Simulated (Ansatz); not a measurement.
Species: C3H4Cl (charge -1, singlet). It need not be the lowest isomer of its formula. Whether it binds its extra electron was not tested at this geometry. 
Geometry from a B3LYP-D3(BJ)/def2-TZVP (Ansatz, a program for electronic structure) optimisation:
```
C
C 1 1.3788
H 2 1.0835 1 120.59
H 2 1.0860 3 116.95 1 170.70
H 1 1.0917 2 115.68 3 -9.30
C 1 1.3963 5 114.07 2 -176.48
H 6 1.0841 1 121.34 5 -161.51
Cl 6 1.8335 7 107.97 1 -138.10
```
Charge -1, spin multiplicity 1.

Parts of the frozen-core correlation energy in aug-cc-pV(D+d)Z (Ansatz, hartree). Frozen orbitals: 8; correlated occupied orbitals by spin: 12 and 12; virtual: 117 and 117. Spin-orbit coupling is left out. Non-relativistic.

```
term                            value
-------------------------  ----------
reference (HF)             -575.38102
MP2 opposite-spin            -0.44093
MP2 same-spin                -0.15155
CCSD correlation             -0.63139
(T)                          -0.02667
T1 diagnostic                   0.015
largest doubles amplitude       0.060
```
